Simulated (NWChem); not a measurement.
Species: C₂H₅BO₃; SMILES CC(=O)B(O)O

```xyz
11

C     -0.0226     1.6892    -1.0779
C      0.0034     0.8182     0.1517
O      0.0269     1.2899     1.2715
B      0.0003    -0.7824     0.0135
O     -1.2089    -1.3999    -0.0032
O      1.2075    -1.4007    -0.0492
H      0.8497     1.4651    -1.7142
H     -0.0174     2.7503    -0.7921
H     -0.9198     1.4637    -1.6781
H     -1.1886    -2.3626    -0.0170
H      1.1861    -2.3634    -0.0622
```
Atoms are numbered in this order, from 1.

The geometry was optimised at PBE0/def2-SVP.

Q: List the 4 lowest vertical singlet excitations from BHandHLYP/def2-SVP, full TDDFT (NWChem).

A: 
| state | energy (eV) | oscillator strength | leading excitation (squared amplitude) |
|---|---|---|---|
| S1 | 4.06 | 0.000 | HOMO → LUMO (0.96) |
| S2 | 7.13 | 0.002 | HOMO → LUMO+2 (0.86) |
| S3 | 7.45 | 0.062 | HOMO → LUMO+1 (0.96) |
| S4 | 8.70 | 0.058 | HOMO → LUMO+3 (0.90) |
